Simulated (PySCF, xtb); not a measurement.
H11NSi4, SMILES N[Si]([SiH3])([SiH3])[SiH3]. Other conformers were not sampled.

Harmonic wavenumbers (cm⁻¹) from GFN2-xTB (xtb 6.7.1) at its own minimum, in rising order: 36, 38, 45, 84, 86, 114, 162, 164, 215, 326, 374, 381, 389, 395, 401, 442, 480, 495, 525, 758, 759, 800, 804, 812, 818, 819, 821, 829, 829, 851, 1545, 2188, 2196, 2203, 2203, 2213, 2221, 2228, 2234, 2238, 3464, 3494.

What does PBE-D3(BJ)/def2-SVP run with PySCF give at its own minimum? (Estimate from the structure and the level; the computed values follow.)

78, 81, 86, 90, 101, 104, 146, 149, 219, 322, 395, 410, 427, 457, 492, 494, 524, 534, 542, 793, 807, 814, 845, 856, 893, 899, 900, 901, 903, 908, 1498, 2129, 2138, 2141, 2145, 2149, 2155, 2157, 2162, 2165, 3453, 3547. Paired by order, the mean absolute difference is 45 cm⁻¹ and the zero-point energies are 60.7 and 61.5 kcal/mol.
